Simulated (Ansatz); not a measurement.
Born–Oppenheimer molecular dynamics of CH$_{5}$BrSeSi (9 atoms, charge 0, multiplicity 1). It starts at the highest image of a converged band. Of that band: Neighbouring images differ by up to 1.7 eV, so the band resolves the path poorly. A vibrational analysis at the climbing image gives one clearly imaginary mode, 384i cm⁻¹: a first-order saddle point.

All numbers below come from RKS BLYP-D4/def2-SVP (Ansatz 0.2.0).

```
ensemble                      : NVE (velocity Verlet)
time step                     : 0.5 fs
steps asked                   : 200
starting velocities drawn for : 100 K
seed                          : 8634
```

Frames 5 fs apart, positions in Å, forces in eV/Å.

Velocities at 35.0 fs (Å/ps):

```
C 2.65 -3.33 -1.85
Si -3.18 -1.27 -0.38
Se 1.72 1.24 1.18
Br -1.07 -0.20 -1.01
H -1.98 6.79 0.13
H -11.96 0.23 3.81
H 14.45 1.84 3.58
H 5.51 -11.12 16.80
H 1.44 -3.48 -4.50
```

```xyz
9
Properties=species:S:1:pos:R:3:forces:R:3 time_fs=35.0 energy_less_start_eV=-0.021 T=123
C -0.659 0.716 -0.699 -0.03 0.28 -0.11
Si -0.733 -0.930 0.269 -0.19 -0.23 0.01
Se 2.088 -0.517 1.185 0.20 0.11 0.11
Br -0.328 -2.487 -1.397 0.03 0.03 0.02
H -0.685 1.562 0.039 0.01 -0.18 -0.37
H -1.575 0.761 -1.341 0.11 0.09 0.17
H 0.222 0.809 -1.375 -0.15 0.02 0.20
H 0.678 -1.038 1.639 0.00 0.01 0.00
H 1.701 0.866 1.608 0.03 -0.12 -0.03
9
Properties=species:S:1:pos:R:3:forces:R:3 time_fs=40.0 energy_less_start_eV=-0.008 T=109
C -0.647 0.705 -0.709 -0.26 0.19 0.17
Si -0.750 -0.937 0.267 -0.07 -0.21 0.10
Se 2.097 -0.511 1.191 -0.01 -0.46 0.08
Br -0.333 -2.488 -1.402 0.03 0.02 0.01
H -0.691 1.560 -0.006 0.07 0.08 0.16
H -1.590 0.768 -1.301 0.21 -0.02 -0.23
H 0.255 0.815 -1.337 -0.12 -0.06 -0.24
H 0.720 -1.082 1.714 0.27 0.22 -0.16
H 1.704 0.855 1.589 -0.12 0.25 0.11
9
Properties=species:S:1:pos:R:3:forces:R:3 time_fs=45.0 energy_less_start_eV=-0.023 T=125
C -0.640 0.697 -0.716 -0.07 0.29 0.31
Si -0.767 -0.946 0.266 -0.10 -0.10 0.05
Se 2.106 -0.506 1.197 0.21 0.18 0.05
Br -0.339 -2.489 -1.407 0.03 0.00 -0.03
H -0.682 1.567 -0.026 0.07 -0.04 0.15
H -1.567 0.772 -1.314 -0.05 -0.04 -0.37
H 0.260 0.808 -1.346 -0.07 -0.10 -0.23
H 0.813 -1.081 1.759 -0.06 0.03 0.09
H 1.687 0.881 1.591 0.04 -0.22 -0.02
9
Properties=species:S:1:pos:R:3:forces:R:3 time_fs=50.0 energy_less_start_eV=-0.034 T=138
C -0.634 0.695 -0.718 -0.28 0.29 -0.45
Si -0.785 -0.956 0.266 -0.08 0.03 -0.05
Se 2.115 -0.500 1.203 0.44 0.17 -0.13
Br -0.344 -2.490 -1.412 0.03 -0.02 -0.05
H -0.657 1.568 -0.017 0.01 -0.20 -0.22
H -1.538 0.767 -1.392 0.28 0.01 0.36
H 0.247 0.778 -1.399 -0.13 -0.07 0.26
H 0.890 -1.075 1.826 -0.29 -0.16 0.28
H 1.675 0.870 1.592 0.03 -0.04 0.01
9
Properties=species:S:1:pos:R:3:forces:R:3 time_fs=55.0 energy_less_start_eV=-0.025 T=128
C -0.633 0.696 -0.727 0.08 -0.64 -0.09
Si -0.803 -0.966 0.265 0.02 0.18 -0.10
Se 2.126 -0.495 1.210 -0.27 -0.44 0.21
Br -0.349 -2.491 -1.417 0.01 -0.04 -0.06
H -0.631 1.546 -0.036 -0.03 0.41 0.15
H -1.483 0.766 -1.417 -0.68 0.13 -0.08
H 0.226 0.732 -1.410 0.50 0.00 0.05
H 0.922 -1.095 1.945 0.41 0.15 -0.15
H 1.667 0.855 1.596 -0.04 0.26 0.07
9
Properties=species:S:1:pos:R:3:forces:R:3 time_fs=60.0 energy_less_start_eV=-0.065 T=172
C -0.632 0.688 -0.740 -0.13 0.17 -0.29
Si -0.822 -0.974 0.263 0.02 0.28 -0.08
Se 2.136 -0.490 1.216 -0.28 0.18 0.19
Br -0.354 -2.492 -1.423 0.02 -0.04 -0.07
H -0.611 1.580 -0.048 -0.03 -0.41 -0.36
H -1.528 0.790 -1.427 0.42 0.00 0.39
H 0.281 0.686 -1.392 -0.36 0.06 0.26
H 1.032 -1.091 2.042 0.20 0.00 0.04
H 1.657 0.880 1.611 0.15 -0.23 -0.08
9
Properties=species:S:1:pos:R:3:forces:R:3 time_fs=65.0 energy_less_start_eV=-0.077 T=185
C -0.634 0.680 -0.756 -0.03 -0.55 0.52
Si -0.841 -0.980 0.261 0.07 0.34 -0.04
Se 2.145 -0.485 1.223 0.12 0.06 -0.29
Br -0.359 -2.494 -1.428 0.01 -0.04 -0.07
H -0.596 1.560 -0.107 0.03 0.36 0.51
H -1.522 0.816 -1.384 -0.25 -0.04 -0.54
H 0.291 0.653 -1.340 0.17 0.01 -0.51
H 1.184 -1.091 2.156 -0.15 -0.20 0.40
H 1.675 0.869 1.614 0.02 0.07 0.03
9
Properties=species:S:1:pos:R:3:forces:R:3 time_fs=70.0 energy_less_start_eV=-0.116 T=228
C -0.635 0.666 -0.764 0.02 0.40 0.13
Si -0.859 -0.983 0.258 0.13 0.29 -0.03
Se 2.154 -0.480 1.230 -0.48 -0.55 0.34
Br -0.364 -2.495 -1.434 0.01 -0.05 -0.06
H -0.577 1.573 -0.094 -0.03 -0.48 -0.20
H -1.533 0.829 -1.424 0.41 -0.15 0.07
H 0.303 0.627 -1.374 -0.45 0.07 -0.02
H 1.326 -1.121 2.336 0.45 0.30 -0.35
H 1.697 0.871 1.623 -0.06 0.17 0.11
9
Properties=species:S:1:pos:R:3:forces:R:3 time_fs=75.0 energy_less_start_eV=-0.163 T=281
C -0.637 0.655 -0.770 -0.04 -0.41 -0.21
Si -0.875 -0.983 0.255 0.22 0.18 -0.07
Se 2.162 -0.476 1.237 -0.40 0.11 0.11
Br -0.369 -2.497 -1.440 0.00 -0.06 -0.02
H -0.564 1.519 -0.095 -0.02 0.35 0.17
H -1.485 0.813 -1.467 -0.26 0.00 0.10
H 0.246 0.614 -1.429 0.28 0.01 0.00
H 1.553 -1.094 2.456 0.14 0.12 -0.06
H 1.711 0.899 1.652 0.09 -0.30 -0.02
9
Properties=species:S:1:pos:R:3:forces:R:3 time_fs=80.0 energy_less_start_eV=-0.168 T=286
C -0.638 0.639 -0.778 0.20 0.10 -0.20
Si -0.890 -0.982 0.251 0.24 0.03 -0.05
Se 2.169 -0.473 1.245 -0.17 -0.14 -0.29
Br -0.374 -2.498 -1.446 -0.01 -0.06 0.02
H -0.556 1.511 -0.082 -0.07 -0.07 -0.30
H -1.485 0.795 -1.483 -0.28 0.04 0.26
H 0.231 0.607 -1.474 0.12 0.02 0.31
H 1.818 -1.040 2.565 -0.02 -0.07 0.18
H 1.740 0.876 1.681 -0.03 0.15 0.07
9
Properties=species:S:1:pos:R:3:forces:R:3 time_fs=85.0 energy_less_start_eV=-0.164 T=281
C -0.637 0.625 -0.791 -0.16 0.24 -0.17
Si -0.903 -0.981 0.247 0.20 -0.10 0.02
Se 2.175 -0.469 1.252 -0.23 -0.35 0.61
Br -0.379 -2.500 -1.452 0.00 -0.04 0.06
H -0.563 1.506 -0.117 -0.02 0.04 -0.03
H -1.541 0.784 -1.443 0.27 -0.09 0.21
H 0.249 0.602 -1.460 -0.07 -0.01 0.02
H 2.080 -0.990 2.688 0.02 0.19 -0.71
H 1.766 0.878 1.723 -0.01 0.12 -0.01
9
Properties=species:S:1:pos:R:3:forces:R:3 time_fs=90.0 energy_less_start_eV=-0.127 T=240
C -0.636 0.614 -0.805 0.25 0.19 0.69
Si -0.914 -0.981 0.243 0.17 -0.17 0.07
Se 2.181 -0.467 1.261 -0.22 0.34 0.10
Br -0.384 -2.502 -1.458 0.01 -0.01 0.11
H -0.573 1.511 -0.157 0.05 0.08 0.21
H -1.565 0.756 -1.375 -0.21 -0.04 -0.56
H 0.258 0.596 -1.447 -0.06 -0.03 -0.36
H 2.343 -0.908 2.677 -0.08 -0.11 -0.06
H 1.791 0.900 1.760 0.08 -0.26 -0.19
```

Of the whole run (100 fs, mean temperature of the second half 217 K): The conserved energy stayed within 0.041 meV per atom of its start (net change 0.032 meV per atom), so the integration is sound. The kinetic energy rose, since the run started high on the potential surface and went downhill. It ends in pieces (CH3BrSi + H2Se), so much of that is their flight and rotation, not heat. A run of 0.1 ps of so small a system gives no equilibrium averages. The orbitals stay closed-shell, which can raise the energy where a bond breaks towards radicals; this wasn't checked here.

Time of the run: 6.2 min on 2 threads of Intel(R) Xeon(R) Platinum 8488C (Sapphire Rapids) (shared host), peak memory 0.2 GiB.
